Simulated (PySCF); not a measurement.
AlBH5NSi (calculated)

All values are calculated (PySCF 2.14.0). Calculation on a computer-drawn molecule: the log of a Hartree-Fock and frozen-core CCSD(T) single point meant for a local Hartree-Fock minimum, with one planted fault or none, to be diagnosed. Offsets are logged minus clean, where the clean run is the same molecule without the fault. The reference is restricted for singlets and unrestricted otherwise, and also for a bond in bohr or an excited solution. Adding or removing an electron swaps singlet and doublet. The excited solution moves the top pair (singlet) or top alpha electron (doublet) to the lowest empty orbital. Highest occupied and lowest empty are orbital energies over both spins, largest force is the largest gradient component, triples share is (T) over the correlation energy, the T1 limit is 0.02 restricted and 0.045 unrestricted, electrons count all cores, a negative frequency is imaginary (commonest isotopes), and the dipole is about the centre of nuclear charge.

Common to all runs: meant charge 0; meant multiplicity 1; meant basis cc-pV(D+d)Z; logged electrons 44; logged basis functions 99; logged SCF converged yes; logged spin squared 0; possible faults no fault, one electron removed, one electron added, multiplicity raised by two, geometry at a saddle point, SCF held on an excited solution, minimal basis STO-3G, one bond length entered in bohr, all coordinates scaled.

(1) 
```xyz
9
formula=AlBH5NSi logged_highest_occupied=-6.9017 logged_lowest_empty=0.71087 logged_largest_force=3.388e-05 logged_lowest_frequency=51.828 logged_T1_diagnostic=0.015679 logged_D1_diagnostic=0.050113 logged_triples_share=0.028342 logged_CC_converged=yes logged_dipole_magnitude=1.4587 logged_SCF_stable_within_its_kind=yes logged_energy_HF=-612.90338 logged_energy_CCSD(T)=-613.37251 planted_fault=no_fault HF_energy_offset_from_clean_run=0 CCSD(T)_energy_offset_from_clean_run=0
Al     0.4322    -1.4768     3.5213
B      1.3538    -0.6239     1.6508
N      1.7329    -1.3625     0.5038
Si     2.4463    -0.6816    -0.9428
H      1.5691     0.5732     1.5592
H      1.5869    -2.3546     0.5018
H      3.7237    -0.0022    -0.6395
H      1.5365     0.2932    -1.5815
H      2.6986    -1.7996    -1.8821
```

Units: logged_highest_occupied, logged_lowest_empty in eV; logged_largest_force in hartree/bohr; logged_lowest_frequency in cm⁻¹; logged_dipole_magnitude in debye; logged_energy_HF, logged_energy_CCSD(T) in hartree; HF_energy_offset_from_clean_run, CCSD(T)_energy_offset_from_clean_run in kcal/mol.

Drawn bonds:
```tsv
atom	other atom	order
1	2	1
2	3	1
3	4	1
2	5	1
3	6	1
4	7	1
4	8	1
4	9	1
```

(2) 
```xyz
9
formula=AlBH5NSi logged_highest_occupied=-4.9348 logged_lowest_empty=-1.4856 logged_largest_force=0.025504 logged_CC_converged=no logged_dipole_magnitude=1.4442 logged_SCF_stable_within_its_kind=no logged_energy_HF=-612.74586 planted_fault=SCF_held_on_an_excited_solution HF_energy_offset_from_clean_run=98.84
Al     0.4322    -1.4768     3.5213
B      1.3538    -0.6239     1.6508
N      1.7329    -1.3625     0.5038
Si     2.4463    -0.6816    -0.9428
H      1.5691     0.5732     1.5592
H      1.5869    -2.3546     0.5018
H      3.7237    -0.0022    -0.6395
H      1.5365     0.2932    -1.5815
H      2.6986    -1.7996    -1.8821
```

Units: logged_highest_occupied, logged_lowest_empty in eV; logged_largest_force in hartree/bohr; logged_dipole_magnitude in debye; logged_energy_HF in hartree; HF_energy_offset_from_clean_run in kcal/mol.

Drawn bonds:
```tsv
atom	other atom	order
1	2	1
2	3	1
3	4	1
2	5	1
3	6	1
4	7	1
4	8	1
4	9	1
```

Notes: CCSD not converged.
